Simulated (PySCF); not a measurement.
## Assignment exercise: C₈H₁₀S

Atoms are numbered as in `[CH3:1][S:2][c:3]1[cH:4][cH:5][c:6]([CH3:7])[cH:8][cH:9]1` (H(Xn): hydrogen on atom n).

- geometry: PBE0-D3(BJ)/def2-SVP
- NMR shieldings at B97-2/pcSseg-1/GIAO
- program: PySCF 2.14.0 with density-fitted response routines
- one computed conformer, averaged over atoms made equivalent by symmetry, fast rotation or ring inversion, no solvent, no relativistic terms

References, each an isolated molecule treated in the same way: ¹³C and ¹H vs TMS.

(1) Assign these signals to the numbered atoms. ¹³C{¹H} NMR (computed): δ 141.1 (C), 134.0 (C), 131.8 (CH), 124.9 (CH), 22.7 (CH3), 17.5 (CH3).

(2) Assign these signals to the numbered atoms. ¹H NMR (400 MHz, computed): δ 7.12 (d, 2H), 6.88 (d, 2H), 2.30 (s, 3H), 2.24 (s, 3H).

Answers

(1) 
| δ (ppm) | atoms | environment | reason |
| --- | --- | --- | --- |
| 141.1 | C3 | aromatic carbon bearing sulfur | – |
| 134.0 | C6 | substituted aromatic carbon | – |
| 131.8 | C5/C8 | aromatic CH | the aromatic region |
| 124.9 | C4/C9 | aromatic CH | – |
| 22.7 | C7 | methyl carbon on an aromatic ring | saturated and bonded to C and H only |
| 17.5 | C1 | methyl carbon bonded to S | – |

(2) 
```tsv
δ (ppm)	atoms	environment	reason
7.12	H(C5)/H(C8)	hydrogen on an aromatic CH	ring-current deshielding
6.88	H(C4)/H(C9)	hydrogen on an aromatic CH	–
2.30	H(C7)	hydrogen on a methyl carbon on an aromatic ring	benzylic-type position, deshielded by the ring
2.24	H(C1)	hydrogen on a methyl carbon bonded to S	–
```

H(C7) and H(C1) lie closer than the usual error of such a calculation, so a measured spectrum could show them in the other order.

Shifts are as computed. Against solution values, carbons near 30 ppm lie about +1 ppm off and those near 130 ppm about +2 ppm. Of 1211 compounds with measured shifts, 218 miss one by over three times the rms of a fit or turn the order of signals round; such compounds aren't used in these exercises. Multiplicities follow the n + 1 count of equivalent neighbours, as no J values were calculated; m marks all less simple cases, F and P coupling included.
